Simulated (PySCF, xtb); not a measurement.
Complex: C2H4 (SMILES C=C) (first 6 atoms) with CH2O2 (SMILES O=CO); geometry from B3LYP-D3(BJ)/def2-TZVP, rigid monomers moved along the line of their centres of mass till C1···H11 is 2.68 Å.
(charge 0, multiplicity 1):
```xyz
11

C     -0.5815    -0.2437    -0.0160
C      0.6177     0.3200     0.0712
H     -0.8066    -1.1666     0.5048
H     -1.3733     0.1904    -0.6147
H      0.8555     1.2381    -0.4526
H      1.4055    -0.1268     0.6657
O      0.3404    -1.2035     3.6259
C     -0.1540    -0.2282     4.1206
O     -0.6073     0.8390     3.4544
H     -0.2998    -0.0845     5.1996
H     -0.4682     0.6908     2.4960
```

Counterpoise-corrected where a basis set is named; no monomer relaxation. Rows marked so take none.

Rows in 6-31G* carry no dispersion term and start afresh at each structure (6-31G* with six Cartesian d functions).

The values were computed with PySCF for 6-31G* rows; xtb for the GFN methods. Each number belongs to the level named beside it.

Question: Give the interaction energy at the level GFN1-xTB.

Answer: -2.5 kcal/mol

Question: Give the interaction energy at the level B3LYP/6-31G* (no counterpoise).

Answer: -4.3 kcal/mol

Question: What interaction energy does B3LYP/6-31G* give?

Answer: -2.9 kcal/mol
